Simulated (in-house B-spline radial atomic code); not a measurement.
## Ionising V8+ with different functionals

Computed with an all-electron radial atomic-structure program (B-spline basis): non-relativistic Hamiltonian, point nucleus, spin-polarised at highest spin, spherical fractional occupations for the functionals, and exact exchange of hybrids averaged over the configuration. The ionisation energy is the difference of two self-consistent energies, [Ne] 3s2 3p3 → [Ne] 3s2 3p2, without Breit or QED terms; ε is the level of the shell that loses the electron (its least bound occupied spin orbital).

```
   method                    rung  ΔSCF (eV)  -ε(3p) (eV)
     PBE0           global hybrid     204.29       195.10
    B3LYP           global hybrid     204.23       194.33
    TPSSh           global hybrid     204.52       193.43
   M06-2X           global hybrid     203.61       197.95
BHandHLYP           global hybrid          ?            ?
  r2SCAN0           global hybrid     204.98       195.98
    B97-1           global hybrid     204.15       194.38
    HSE06  range-separated hybrid     204.25       194.64
    wB97X  range-separated hybrid     204.12       197.36
CAM-B3LYP  range-separated hybrid     204.16       196.32
  LC-wPBE  range-separated hybrid          ?            ?
```

What does BHandHLYP give?

ΔSCF 204.17 eV, and -ε(3p) = 198.16 eV.

What does LC-wPBE give?

ΔSCF 204.28 eV, and -ε(3p) = 197.45 eV.

Among the functionals, which spreads more, the ΔSCF values or the orbital energies?

The orbital energies: ΔSCF values span about 1.37 eV and the orbital energies 4.73 eV.

How do they compare with the NIST value?

NIST lists 206.0 eV ± 0.4 (semi-empirical, ground level to ground level). Errors run from -2.39 to -1.02 eV; r2SCAN0 is closest (-1.02 eV), but part of that can be cancellation, since the calculations leave out relativity, Breit-QED terms, multiplet and fine-structure energies.
